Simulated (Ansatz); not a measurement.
C2H8OSi2 can be A, `OC1C[SiH2][SiH2]1`, or B, `O[Si]1([SiH3])CC1`.

Calculated with Ansatz (gas phase, PBE0-D4/def2-TZVP geometries, no zero-point term in ΔE). CCSD(T)/CBS is the MP2 limit (def2-TZVPP, def2-QZVPP) plus CCSD(T) − MP2 in def2-TZVPP, frozen cores. DFT in def2-TZVPP. B3LYP here is the variant with VWN-RPA as its local correlation; programs differ in this. Each species was taken in one conformer, which may not be the lowest.

A:

Z-matrix (Å, degrees):
```
C
C 1 1.536
O 1 1.414 2 110.6
Si 1 1.934 2 98.1 3 -128.7
H 1 1.103 2 107.7 3 120.8
Si 2 1.905 1 98.7 3 159.3
H 2 1.092 1 114.1 3 -72.5
H 2 1.096 1 108.5 3 47.9
H 3 0.960 1 108.8 2 -178.8
H 4 1.489 1 117.7 2 -148.9
H 4 1.489 1 110.9 2 84.2
H 6 1.486 2 116.3 1 -146.0
H 6 1.488 2 113.2 1 86.4
```

B:

```xyz
13

O    -1.008   -0.911   -1.683
Si   -0.244   -0.225   -0.394
Si   -0.593   -1.492    1.514
C     1.296    0.763   -0.601
C     0.015    1.595   -0.284
H    -0.936   -0.473   -2.533
H     0.121   -0.812    2.628
H    -0.051   -2.867    1.359
H    -2.039   -1.581    1.849
H     1.708    0.906   -1.597
H     2.071    0.758    0.159
H    -0.335    2.233   -1.091
H    -0.005    2.106    0.674
```

Task: Which is lower in electronic energy at CCSD(T)/CBS, and by how much? (Estimate.)

Result: Ansatz gave: B, by 116.3 kJ/mol.

Task: Give E(B) − E(A) in kJ/mol with ωB97M-V, B2PLYP, MP2/def2-TZVPP, PBE0-D4, r2SCAN-D4, B3LYP-D4, CCSD/def2-TZVPP. (Estimate.)

Result: Ansatz gave: ωB97M-V -115.3, B2PLYP -122.4, MP2/def2-TZVPP -123.1, PBE0-D4 -108.9, r2SCAN-D4 -119.9, B3LYP-D4 -118.0, CCSD/def2-TZVPP -117.8. None reverses the order clearly.

Largest T1 diagnostic: 0.012.

In def2-TZVPP, CCSD(T) changes the Hartree–Fock value by +10.7 kJ/mol (the triples alone add +2.2 kJ/mol) and MP2 by +3.3 kJ/mol. The D4 term adds +4.1 kJ/mol with B3LYP and +1.9 kJ/mol with PBE0; it sums over pairs of atoms, weighted by their polarisabilities, and B3LYP, whose exchange is more repulsive, gets the larger term.
